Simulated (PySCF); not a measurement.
C4H7FO2.
Numbering: `[F:1][CH2:2][O:3][C@H:4]1[CH2:5][CH2:6][O:7]1` (hydrogens: H8, H9 on C2; H10 on C4; H11, H12 on C5; H13, H14 on C6)

Structure optimised with GFN2-xTB, isolated species.

**Question.** What internal coordinates does the optimisation give?

**Answer.** 
```json
{"bond": "F1–C2", "length (Å)": "1.376"}
{"bond": "C2–O3", "length (Å)": "1.373"}
{"bond": "O3–C4", "length (Å)": "1.404"}
{"bond": "C4–C5", "length (Å)": "1.528"}
{"bond": "C5–C6", "length (Å)": "1.532"}
{"bond": "C6–O7", "length (Å)": "1.434"}
{"bond": "C4–O7", "length (Å)": "1.420"}
{"bond": "C2–H8", "length (Å)": "1.100"}
{"bond": "C2–H9", "length (Å)": "1.095"}
{"bond": "C4–H10", "length (Å)": "1.099"}
{"bond": "C5–H11", "length (Å)": "1.085"}
{"bond": "C5–H12", "length (Å)": "1.085"}
{"bond": "C6–H13", "length (Å)": "1.092"}
{"bond": "C6–H14", "length (Å)": "1.092"}
```

A selection of angles:
```json
{"angle": "F1–C2–O3", "degrees": "110.8"}
{"angle": "F1–C2–H8", "degrees": "106.4"}
{"angle": "F1–C2–H9", "degrees": "107.1"}
{"angle": "O3–C2–H8", "degrees": "112.7"}
{"angle": "O3–C2–H9", "degrees": "107.6"}
{"angle": "H8–C2–H9", "degrees": "112.1"}
{"angle": "C2–O3–C4", "degrees": "114.5"}
{"angle": "O3–C4–C5", "degrees": "111.6"}
{"angle": "O3–C4–O7", "degrees": "113.1"}
{"angle": "O3–C4–H10", "degrees": "110.2"}
{"angle": "C5–C4–O7", "degrees": "91.9"}
{"angle": "C5–C4–H10", "degrees": "117.5"}
{"angle": "O7–C4–H10", "degrees": "111.5"}
{"angle": "C4–C5–C6", "degrees": "84.6"}
{"angle": "C4–C5–H11", "degrees": "112.7"}
{"angle": "C4–C5–H12", "degrees": "115.1"}
{"angle": "C6–C5–H11", "degrees": "115.4"}
{"angle": "C6–C5–H12", "degrees": "115.9"}
{"angle": "H11–C5–H12", "degrees": "110.9"}
{"angle": "C5–C6–O7", "degrees": "91.2"}
{"angle": "C5–C6–H13", "degrees": "115.7"}
{"angle": "C5–C6–H14", "degrees": "115.9"}
{"angle": "O7–C6–H13", "degrees": "111.5"}
{"angle": "O7–C6–H14", "degrees": "111.1"}
{"angle": "H13–C6–H14", "degrees": "110.1"}
{"angle": "C4–O7–C6", "degrees": "92.3"}
```

Torsions: F1–C2–O3–C4 -73° (synclinal); C2–O3–C4–C5 -172° (antiperiplanar); O3–C4–C5–C6 114° (anticlinal); C4–C5–C6–O7 2° (synperiplanar); C5–C6–O7–C4 -2° (synperiplanar); O3–C4–O7–C6 -113° (anticlinal).

The 4-membered ring C4–C5–C6–O7 has internal angles of 84.6° to 92.3°; it is almost planar, 0.01 Å rms from its mean plane, widest ring torsion 2°. Of the pairs four or more bonds apart, O7···H8 is among the closest relative to their van der Waals radii: 2.59 Å, 95 % of the sum of Bondi's values. O3 (ether oxygen) is bent (angle 114.5°). The C–O distances run from 1.373 Å (C2–O3, drawn single) to 1.434 Å (C6–O7, drawn single), a spread of 0.061 Å.

Point group: C1 (no symmetry element, even within 0.4 Å). No frequency check. One conformer, not necessarily the lowest.

All values are computed, not measured.
